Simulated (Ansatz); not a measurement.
Molecule: C$_{3}$H$_{4}$NSSi, charge -1, multiplicity 1. It need not be the lowest isomer of its formula. Whether it binds its extra electron was not tested at this geometry. 
Structure (B3LYP-D3(BJ)/def2-TZVP (Ansatz, a quantum-chemistry and plane-wave program) minimum search):
```
C
N 1 1.3178
C 2 1.3786 1 111.08
H 3 1.0864 2 116.12 1 180.00
C 3 1.3928 4 123.10 2 180.00
S 5 1.7172 3 103.19 4 -180.00
Si 1 1.8330 2 123.21 3 180.00
H 7 1.4903 1 110.38 2 180.00
H 7 1.4935 8 106.24 1 124.16
H 7 1.4935 8 106.24 9 111.68
```
Charge -1, spin multiplicity 1.

Basis-set convergence of Hartree-Fock and CCSD(T) correlation energies (hartree) with Ansatz. Cores are frozen in the correlated levels unless marked. No spin-orbit coupling. No relativistic terms. This anion needs diffuse functions, which these sets lack.

The Hartree-Fock reference is unstable (checked in the largest basis), which strains HF and MP2. 

```json
[
 {"basis": "cc-pV(D+d)Z", "functions": "122", "E(HF)": "-856.80632", "E(corr, CCSD(T))": "-0.87837"},
 {"basis": "cc-pV(T+d)Z", "functions": "254", "E(HF)": "-856.87914", "E(corr, CCSD(T))": "-1.07264"},
 {"basis": "cc-pV(Q+d)Z", "functions": "468", "E(HF)": "___", "E(corr, CCSD(T))": "___"}
]
```

Q: Complete the blanks.

A: 
- cc-pV(Q+d)Z, E(HF): -856.89980
- cc-pV(Q+d)Z, E(corr, CCSD(T)): -1.13619
